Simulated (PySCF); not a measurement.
Polarisability and C₆ of Co⁺ (cobalt, charge +1)

[Ar] 3d8, high-spin 3F determinant. Computed with PySCF 2.14 in aug-cc-pwCVTZ-DK (10s9p7d4f3g, 127 functions), with the spin-free X2C one-electron Hamiltonian (Gaussian nucleus). Coupled (time-dependent) response in atomic units; α is the mean over directions.

```csv
method,mean α (bohr³),C₆ (like pair),S(−4)
UHF,6.465,21.54,36.61
PBE,9.763,33.05,121.2
```

S(−4) is the Cauchy moment in α(ω) = α(0) + S(−4) ω² + …

α(iu) at UHF:

| u (hartree) | α(iu) (bohr³) |
| --- | --- |
| 0 | 6.465 |
| 0.0500 | 6.376 |
| 0.100 | 6.133 |
| 0.200 | 5.417 |
| 0.300 | 4.700 |
| 0.500 | 3.657 |
| 0.750 | 2.866 |
| 1.00 | 2.341 |
| 1.50 | 1.654 |
| 2.00 | 1.231 |
| 3.00 | 0.7627 |
| 5.00 | 0.3805 |

For an ion, C₆ is the dispersion term alone; charge-induced terms of lower order in 1/R come first.
